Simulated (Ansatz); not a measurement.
Cost and result for the atomization energy of C$_{2}$H$_{7}$InO, SMILES `C[CH](O)[InH2]` (11 atoms, 10 bonds).

```xyz
11

C    -1.260   -0.436    0.324
C     0.212   -0.486   -0.010
O     1.027   -0.395    1.164
In    1.026    1.245   -1.071
H    -1.870   -0.521   -0.581
H    -1.546   -1.268    0.984
H    -1.530    0.495    0.828
H     0.439   -1.414   -0.549
H     0.785   -1.101    1.773
H     0.333    2.795   -0.733
H     2.383    1.085   -2.129
```

Total charge 0; spin multiplicity 1. Correlated methods include outer-core shells of In, which these sets cover unevenly. In takes the def2 core potential. All single points use the PBE0-D4/def2-TZVP geometry. It is one conformer, not always the lowest. Program: Ansatz. All runs use 4 threads of an Arm Neoverse V2 on a shared host. Times are those of one run each, without the atoms' runs, and a repeat can differ threefold. Electronic energies, without spin–orbit coupling; frozen cores. CCSD(T)/CBS adds CCSD(T) − MP2 in def2-TZVPP to the MP2 limit, and its time is that of the two runs behind it. T1 = 0.013. With those shells the extrapolation isn't a true limit. B3LYP takes the VWN-RPA correlation (the form of Gaussian; ORCA's B3LYP/G).

CCSD(T)/CBS is a level of theory with its own doubt, some kJ/mol a heavy atom from the limit and from the frozen cores, so smaller differences don't rank the functionals.

```
                            level  functions  wall time  atomization (kcal/mol)  difference from CCSD(T)/CBS  per bond
           LDA (SPW92)/def2-TZVPP        241      1.4 s                   989.4                        125.2      12.5
             revPBE-D4/def2-TZVPP        241        2 s                   851.9                        -12.3      -1.2
               BLYP-D4/def2-TZVPP        241      2.4 s                   854.2                        -10.0      -1.0
               PBE0-D4/def2-TZVPP        241      3.1 s                   859.9                         -4.3      -0.4
            r2SCANh-D4/def2-TZVPP        241      4.9 s                   857.1                         -7.1      -0.7
B3LYP-D4/def2-TZVPP (with forces)        241        5 s                   857.8                         -6.4      -0.6
                B2PLYP/def2-TZVPP        241      6.5 s                   848.8                        -15.4      -1.5
                 CCSD(T)/def2-SVP        103        7 s                   817.6                        -46.6      -4.7
               ωB97X-V/def2-TZVPP        241      8.5 s                   865.1                          0.9       0.1
 ωB97M-V/def2-TZVPP (with forces)        241       12 s                   864.6                          0.4       0.0
                   MP2/def2-QZVPP        463       23 s                   860.4                         -3.8      -0.4
               CCSD(T)/def2-TZVPP        241    3.2 min                   843.6                        -20.6      -2.1
                CCSD(T)/CBS(def2)          –    3.6 min                   864.2                          0.0       0.0
```

From r2SCAN to r2SCAN0 (25 % exact exchange), in def2-TZVPP and without D4, the atomization energy moves by −11.9 kcal/mol: exact exchange takes away binding that semilocal exchange gives to molecules. At CCSD(T), def2-SVP lies −46.6 kcal/mol from the extrapolated value and def2-TZVPP −20.6 kcal/mol: correlation converges slowly with the basis, and small sets miss more of it in the bonded molecule than in its fragments. The D4 term adds +7.4 kcal/mol with B3LYP and +3.9 kcal/mol with PBE0; it sums over pairs of atoms, weighted by their polarisabilities, and B3LYP, whose exchange is more repulsive, gets the larger term.

Spin–orbit coupling would lower the free In atoms strongly, and the atomization energy with them, by more than many differences here.
